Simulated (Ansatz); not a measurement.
Si3O4⁻, relaxed as a doublet with UKS r2SCAN-D4/def2-SVPD in Ansatz, starting from the GFN2-xTB geometry. Force threshold 0.02 eV/Å.

Another isomer (doublet) lies 0.67 eV lower at PBE0-D4/def2-TZVPD; other spin states weren't run for this one.

Start:

Cartesian coordinates in Å:
```
Si -0.804 0.621 0.817
Si -0.509 -0.745 -0.946
Si 2.037 0.197 0.186
O -1.685 1.834 1.127
O 0.847 0.845 1.103
O -1.067 -2.108 -1.365
O 1.181 -0.643 -0.923
```

(1) Estimate the energy that the relaxation releases and the steps that it takes.

(2) Does the start keep its bonding and symmetry?

(3) Predict the relaxed structure.

Results:

(1) 32.4 kJ/mol, in 7 steps; 56 s on 4 threads of Intel Xeon on a shared host. No frequencies were taken in this run, so the end may be a saddle point.

(2) By distances, no bond broke or formed. The bond that changes most is Si1–Si2, from 2.25 to 2.35 Å (atoms count from 1). Point group C2 at the start, C2 at the end, both within 0.05 Å.

(3) 
```xyz
7

Si   -0.7733    0.6859    0.8410
Si   -0.4634   -0.8084   -0.9525
Si    2.1310    0.2109    0.1924
O    -1.8394    1.7579    1.2350
O     0.9051    1.0469    0.9981
O    -1.2139   -2.0599   -1.5107
O     1.2539   -0.8333   -0.8033
```
Bond lengths: 6 × O–Si 1.56 to 1.72 Å; 1 × Si–Si 2.35 Å.
